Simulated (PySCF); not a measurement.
AlN (SMILES [N]=[Al]), triplet, geometry from GFN2-xTB (such geometries of metal compounds can be far from the true shape); SVWN5/STO-3G run with PySCF.

PySCF was given this input:
```python
from pyscf import gto, scf, dft

mol = gto.Mole()
mol.atom = '''
    Al   -0.000000   -0.000000   -0.597338
    N     0.000000    0.000000    1.109343
'''
mol.basis = 'sto-3g'
mol.charge = 0
mol.spin = 2
mol.verbose = 4
mol.symmetry = True
mol.build()

mf = dft.UKS(mol)
mf.xc = 'lda,vwn'
mf.kernel()
mf.analyze()
```

What the program printed (banner, timings and long lists left out):

```
PySCF version 2.14.0

[INPUT] verbose = 4
[INPUT] num. atoms = 2
[INPUT] num. electrons = 20
[INPUT] charge = 0
[INPUT] spin (= nelec alpha-beta = 2S) = 2
[INPUT] symmetry True subgroup None
[INPUT] Mole.unit = angstrom
[INPUT] Symbol           X                Y                Z      unit          X                Y                Z       unit  Magmom
[INPUT]  1 Al     0.000000000000   0.000000000000  -0.597338000000 AA    0.000000000000   0.000000000000  -1.128805223795 Bohr   0.0
[INPUT]  2 N      0.000000000000   0.000000000000   1.109343000000 AA    0.000000000000   0.000000000000   2.096354448203 Bohr   0.0

nuclear repulsion = 28.2156572866986
point group symmetry = Coov
symmetry origin: [0.00000000e+00 0.00000000e+00 6.61404144e-07]
symmetry axis x: [1. 0. 0.]
symmetry axis y: [0. 1. 0.]
symmetry axis z: [0. 0. 1.]
num. orbitals of irrep A1 = 8
num. orbitals of irrep E1x = 3
num. orbitals of irrep E1y = 3
number of shells = 8
number of NR pGTOs = 42
number of NR cGTOs = 14
basis = sto-3g
ecp = {}

******** <class 'pyscf.dft.uks_symm.SymAdaptedUKS'> ********
method = SymAdaptedUKS
initial guess = minao
damping factor = 0
level_shift factor = 0
DIIS = <class 'pyscf.scf.diis.CDIIS'>
diis_start_cycle = 1
diis_space = 8
diis_damp = 0
SCF conv_tol = 1e-09
SCF conv_tol_grad = None
SCF max_cycles = 50
direct_scf = True
direct_scf_tol = 1e-13
number electrons alpha = 11  beta = 9
XC library pyscf.dft.libxc version 7.1.2
    S. Lehtola, C. Steigemann, M. J. T. Oliveira, and M. A. L. Marques,  SoftwareX 7, 1–5 (2018)
XC functionals = lda,vwn
    P. A. M. Dirac,  Math. Proc. Cambridge Philos. Soc. 26, 376 (1930)
    F. Bloch,  Z. Phys. 57, 545 (1929)
    S. H. Vosko, L. Wilk, and M. Nusair,  Can. J. Phys. 58, 1200 (1980)
radial grids:
    Treutler-Ahlrichs [JCP 102, 346 (1995); DOI:10.1063/1.469408] (M4) radial grids

becke partition: Becke, JCP 88, 2547 (1988); DOI:10.1063/1.454033
pruning grids: <function nwchem_prune>
grids dens level: 3
symmetrized grids: True
atomic radii adjust function: <function treutler_atomic_radii_adjust>
small_rho_cutoff = 0
Freeze 0 electrons in irreps []
    20 free electrons in irreps A1 E1x E1y
Set gradient conv threshold to 3.16228e-05
tot grids = 33088
init E= -291.71246705667

cycle= 1 E= -291.553544641182  delta_E= 0.159  |g|= 0.482  |ddm|= 1.74

cycle= 2 E= -288.409882182093  delta_E= 3.14  |g|= 1.56  |ddm|= 3.21

cycle= 3 E= -291.822394718403  delta_E= -3.41  |g|= 0.0774  |ddm|= 2.66

cycle= 4 E= -291.813088200878  delta_E= 0.00931  |g|= 0.138  |ddm|= 0.139

cycle= 5 E= -291.814119518322  delta_E= -0.00103  |g|= 0.132  |ddm|= 0.0117

cycle= 6 E= -291.81797797963  delta_E= -0.00386  |g|= 0.111  |ddm|= 0.0319

cycle= 7 E= -291.828074832302  delta_E= -0.0101  |g|= 0.0168  |ddm|= 0.153

cycle= 8 E= -291.826255506224  delta_E= 0.00182  |g|= 0.0534  |ddm|= 0.0909

cycle= 9 E= -291.826719571522  delta_E= -0.000464  |g|= 0.0477  |ddm|= 0.00939

cycle= 10 E= -291.827470349531  delta_E= -0.000751  |g|= 0.0369  |ddm|= 0.0182

cycle= 11 E= -291.827418469307  delta_E= 5.19e-05  |g|= 0.038  |ddm|= 0.00429

cycle= 12 E= -291.827149432824  delta_E= 0.000269  |g|= 0.0422  |ddm|= 0.00866

cycle= 13 E= -291.827579242026  delta_E= -0.00043  |g|= 0.0356  |ddm|= 0.0113

cycle= 14 E= -291.827865623469  delta_E= -0.000286  |g|= 0.0295  |ddm|= 0.0154

cycle= 15 E= -291.827678921082  delta_E= 0.000187  |g|= 0.0329  |ddm|= 0.00633

cycle= 16 E= -291.827857930767  delta_E= -0.000179  |g|= 0.0298  |ddm|= 0.00541

cycle= 17 E= -291.827619497406  delta_E= 0.000238  |g|= 0.0344  |ddm|= 0.00812

cycle= 18 E= -291.82756671411  delta_E= 5.28e-05  |g|= 0.0353  |ddm|= 0.0015

cycle= 19 E= -291.827610865588  delta_E= -4.42e-05  |g|= 0.0345  |ddm|= 0.00139

cycle= 20 E= -291.827564252192  delta_E= 4.66e-05  |g|= 0.0353  |ddm|= 0.00137

cycle= 21 E= -291.827696711212  delta_E= -0.000132  |g|= 0.033  |ddm|= 0.00539

cycle= 22 E= -291.827565224935  delta_E= 0.000131  |g|= 0.0352  |ddm|= 0.00424

cycle= 23 E= -291.82762024083  delta_E= -5.5e-05  |g|= 0.0342  |ddm|= 0.00319

cycle= 24 E= -291.827683463468  delta_E= -6.32e-05  |g|= 0.0332  |ddm|= 0.00201

cycle= 25 E= -291.8277163676  delta_E= -3.29e-05  |g|= 0.0327  |ddm|= 0.00101

cycle= 26 E= -291.82763174976  delta_E= 8.46e-05  |g|= 0.0339  |ddm|= 0.00478

cycle= 27 E= -291.827801517483  delta_E= -0.00017  |g|= 0.031  |ddm|= 0.00638

cycle= 28 E= -291.827743481456  delta_E= 5.8e-05  |g|= 0.0321  |ddm|= 0.00345

cycle= 29 E= -291.827772567193  delta_E= -2.91e-05  |g|= 0.0314  |ddm|= 0.00152

cycle= 30 E= -291.827585052116  delta_E= 0.000188  |g|= 0.0349  |ddm|= 0.00716

cycle= 31 E= -291.827691889649  delta_E= -0.000107  |g|= 0.0329  |ddm|= 0.00394

cycle= 32 E= -291.827529735963  delta_E= 0.000162  |g|= 0.0349  |ddm|= 0.00983

cycle= 33 E= -291.827540278185  delta_E= -1.05e-05  |g|= 0.0351  |ddm|= 0.00478

cycle= 34 E= -291.827454137656  delta_E= 8.61e-05  |g|= 0.0363  |ddm|= 0.00442

cycle= 35 E= -291.82753086044  delta_E= -7.67e-05  |g|= 0.0359  |ddm|= 0.00903

cycle= 36 E= -291.827697436222  delta_E= -0.000167  |g|= 0.033  |ddm|= 0.00517

cycle= 37 E= -291.827825511943  delta_E= -0.000128  |g|= 0.0307  |ddm|= 0.00416

cycle= 38 E= -291.827781111497  delta_E= 4.44e-05  |g|= 0.0317  |ddm|= 0.00449

cycle= 39 E= -291.827693349644  delta_E= 8.78e-05  |g|= 0.0333  |ddm|= 0.00284

cycle= 40 E= -291.827669534086  delta_E= 2.38e-05  |g|= 0.0336  |ddm|= 0.00126

cycle= 41 E= -291.827714607737  delta_E= -4.51e-05  |g|= 0.0327  |ddm|= 0.00177

cycle= 42 E= -291.827535665048  delta_E= 0.000179  |g|= 0.0356  |ddm|= 0.00603

cycle= 43 E= -291.827548074303  delta_E= -1.24e-05  |g|= 0.0354  |ddm|= 0.000436

cycle= 44 E= -291.827586156281  delta_E= -3.81e-05  |g|= 0.0349  |ddm|= 0.00219

cycle= 45 E= -291.827592753898  delta_E= -6.6e-06  |g|= 0.0347  |ddm|= 0.00155

cycle= 46 E= -291.827582267374  delta_E= 1.05e-05  |g|= 0.0349  |ddm|= 0.00188

cycle= 47 E= -291.827600933527  delta_E= -1.87e-05  |g|= 0.0345  |ddm|= 0.00222

cycle= 48 E= -291.82773826954  delta_E= -0.000137  |g|= 0.0322  |ddm|= 0.00408

cycle= 49 E= -291.827734917259  delta_E= 3.35e-06  |g|= 0.0323  |ddm|= 0.000726

cycle= 50 E= -291.827713781416  delta_E= 2.11e-05  |g|= 0.0326  |ddm|= 0.00159
SCF not converged.
SCF energy = -291.827713781416 after 50 cycles  <S^2> = 2.0110796  2S+1 = 3.0073774
**** SCF Summaries ****
Total Energy =                        -291.827713781416207
Nuclear Repulsion Energy =              28.215657286698573
One-electron Energy =                 -466.110662729467663
Two-electron Energy =                  146.067291661352925
Two-electron Coulomb Energy =          170.175515865439735
DFT Exchange-Correlation Energy =      -24.108224204086806
TODO: total wave-function symmetry for Coov
alpha occupancy for each irrep:     A1  E1x  E1y
                                     7    2    2
beta  occupancy for each irrep:     A1  E1x  E1y
                                     6    2    1
**** MO energy ****
alpha MO #1 (A1 #1), energy= -54.3794961655283 occ= 1
alpha MO #2 (A1 #2), energy= -13.4662662144681 occ= 1
alpha MO #3 (A1 #3), energy= -3.62673935742543 occ= 1
alpha MO #4 (A1 #4), energy= -2.20163419146723 occ= 1
alpha MO #5 (E1x #1), energy= -2.19736101417132 occ= 1
alpha MO #6 (E1y #1), energy= -2.19736101417132 occ= 1
alpha MO #7 (A1 #5), energy= -0.542006025918603 occ= 1
alpha MO #8 (A1 #6), energy= -0.165643086062442 occ= 1
alpha MO #9 (E1x #2), energy= -0.044849152222171 occ= 1
alpha MO #10 (E1y #2), energy= -0.044849152222171 occ= 1
alpha MO #11 (A1 #7), energy= -0.0403917788319517 occ= 1
alpha MO #12 (E1x #3), energy= 0.182003984846078 occ= 0
alpha MO #13 (E1y #3), energy= 0.182003984846078 occ= 0
alpha MO #14 (A1 #8), energy= 0.440085474661883 occ= 0
beta  MO #1 (A1 #1), energy= -54.3764828796897 occ= 1
beta  MO #2 (A1 #2), energy= -13.4418733822459 occ= 1
beta  MO #3 (A1 #3), energy= -3.62241430874952 occ= 1
beta  MO #4 (E1x #1), energy= -2.19541501517091 occ= 1
beta  MO #5 (E1y #1), energy= -2.19541501517091 occ= 1
beta  MO #6 (A1 #4), energy= -2.19378298175524 occ= 1
beta  MO #7 (A1 #5), energy= -0.468267380223916 occ= 1
beta  MO #8 (A1 #6), energy= -0.114484878399756 occ= 1
beta  MO #9 (E1x #2), energy= 0.000448240369215813 occ= 1
beta  MO #10 (E1y #2), energy= 0.000448240369215813 occ= 0
beta  MO #11 (A1 #7), energy= 0.0239064010014253 occ= 0
beta  MO #12 (E1x #3), energy= 0.20234127945811 occ= 0
beta  MO #13 (E1y #3), energy= 0.20234127945811 occ= 0
beta  MO #14 (A1 #8), energy= 0.484195708239453 occ= 0
 ** Mulliken pop alpha/beta on meta-lowdin orthogonal AOs **
 ** Mulliken pop       alpha | beta **
pop of  0 Al 1s        1.00000 | 1.00000
pop of  0 Al 2s        0.99997 | 0.99996
pop of  0 Al 3s        0.91043 | 0.75275
pop of  0 Al 2px       0.99823 | 0.99841
pop of  0 Al 2py       0.99823 | 0.99802
pop of  0 Al 2pz       0.99843 | 0.99764
pop of  0 Al 3px       0.18085 | 0.26092
pop of  0 Al 3py       0.18085 | 0.00197
pop of  0 Al 3pz       0.36832 | 0.11174
pop of  1 N 1s        0.99993 | 0.99994
pop of  1 N 2s        0.91357 | 0.88894
pop of  1 N 2px       0.82092 | 0.74067
pop of  1 N 2py       0.82092 | 0.00001
pop of  1 N 2pz       0.80936 | 0.24903
In total            11.00000 | 9.00000
 ** Mulliken atomic charges   ( Nelec_alpha | Nelec_beta ) **
charge of  0Al =      0.24327  (     6.63531      6.12142 )
charge of  1N =     -0.24327  (     4.36469      2.87858 )
Dipole moment(X, Y, Z, Debye):  0.00000,  0.00000, -2.06791
```

The run did not converge; its last values are not results.
